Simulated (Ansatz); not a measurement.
Calculated with Ansatz (gas phase, PBE0-D4/def2-TZVP geometries, no zero-point term in ΔE). CCSD(T)/CBS adds triple-zeta CCSD(T) − MP2 to the extrapolated MP2 energy (def2 sets, frozen cores). This one scheme is used for every species. DFT in def2-TZVPP. One conformer a species, not always the lowest.

`N=[C](O)[Al]([NH2])[NH2]` + H₂S → `[NH2][Al]([NH2])[SH]` + `N=CO`  (ligand exchange at the Al–C bond)

| level | ΔE (eV) |
| --- | --- |
| PBE-D4 | -1.19 |
| PBE-QIDH | -1.32 |
| PBE | -1.20 |
| SCS-MP2/def2-QZVPP | -1.26 |

What does CCSD(T)/CBS give? (An estimate is asked.)

The calculation gave: -1.24 eV. The listed levels differ from it by 0.05, -0.08, 0.04, -0.02 eV.

Largest T1 diagnostic among the species: 0.014.

Leaving LDA and LC-ωPBE aside and taking each functional with its dispersion term where it has one, the values, not all of them listed here, spread over 0.21 eV, from PBE-QIDH to BLYP-D4. From PBE to PBE0 (25 % exact exchange), in def2-TZVPP and without D4, ΔE moves by −0.08 eV. At CCSD(T), def2-SVP lies +0.05 eV from the extrapolated value and def2-TZVPP +0.02 eV.
